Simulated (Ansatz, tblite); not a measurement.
Cost and result up the ladder for AsAsAsSb tetrahedron (SbAs3) (4 atoms). Total charge 0; singlet. Geometry: PBE0-D4/def2-SVP.

```xyz
4

As    1.260    0.466   -0.700
As   -0.232    0.923    1.179
As    0.275   -1.383    0.554
Sb   -1.302   -0.006   -1.032
```

Ansatz on 4 threads of Intel Xeon on a shared host; xTB runs through tblite on one thread. Times are rough, summed over both states, and most runs start from the orbitals of an earlier one. PBE0-D4/def2-TZVP serves as the yardstick here, not as an exact answer. The other state is a triplet.

In the def2 sets Sb takes a core potential; there is no spin–orbit coupling. The xTB rows come from tblite.

xTB has no spin-polarisation term.

```
              level  functions  wall time  vertical triplet (eV)  difference from PBE0-D4/def2-TZVP (eV)
           GFN1-xTB         36    0.029 s                   2.87                                   -0.40
           GFN2-xTB         36    0.072 s                   2.83                                   -0.44
   PBE-D4/def2-TZVP        194       33 s                   3.31                                    0.03
r2SCAN-D4/def2-TZVP        194       73 s                   3.27                                    0.00
  PBE0-D4/def2-TZVP        194       75 s                   3.27                                    0.00
```
